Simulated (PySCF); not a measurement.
**UHF on Ni(8+) (nickel, charge +8)**

Configuration: [Ar] 3d2, high-spin 3F determinant. Computed with PySCF 2.14 in an uncontracted even-tempered set (20 s from 0.4 bohr⁻², ratio 2.5; 13 p from 0.52 bohr⁻², ratio 2.5; 9 d from 0.52 bohr⁻², ratio 2.5; 4 f from 1.9 bohr⁻², ratio 2.7; 4 g from 2.8 bohr⁻², ratio 2.7), with scalar relativity by spin-free X2C-1e.

- Total energy: -1497.695865 hartree
- One-electron energy: -1937.2790 hartree
- Hartree (Coulomb) energy: 496.6581 hartree
- Exchange energy: -57.0749 hartree
- ⟨S²⟩: 2.0017
- ⟨L²⟩: 12.019
- Sum of ⟨r⟩: 8.865 bohr
- Sum of ⟨r²⟩: 6.147 bohr²

| shell | electrons | mean orbital energy (eV) | rms radius, mean of both spins (bohr) |
| --- | --- | --- | --- |
| 1s α | 1 | -8592.7 | 0.0624 |
| 1s β | 1 | -8592.7 | 0.0624 |
| 2s α | 1 | -1247.0 | 0.264 |
| 2s β | 1 | -1243.8 | 0.264 |
| 2p α | 3 | -1095.9 | 0.237 |
| 2p β | 3 | -1092.7 | 0.237 |
| 3s α | 1 | -310.80 | 0.737 |
| 3s β | 1 | -304.29 | 0.737 |
| 3p α | 3 | -261.78 | 0.757 |
| 3p β | 3 | -253.86 | 0.757 |
| 3d α | 2 | -194.34 | 0.754 |

Densities and radii are taken from the X2C orbitals without a picture-change correction, which distorts them close to the nucleus.

Spin-orbit constants ζ (cm⁻¹) from the X2C one-electron operator on these orbitals: bare nucleus, nucleus screened by l(l+1)(2l+1)/3 electrons, and screened by the Breit-Pauli mean field of the electrons.

```
shell   bare  screened nucleus  mean field
   2p  98610             91560       88360
   3p  15070             14000       13460
   3d   1905              1225        1160
```

To first order the Landé constant is A = 580.0 cm⁻¹, so the lowest level has J = 2 and lies 0.288 eV below the centre of the term. This holds in LS coupling only.
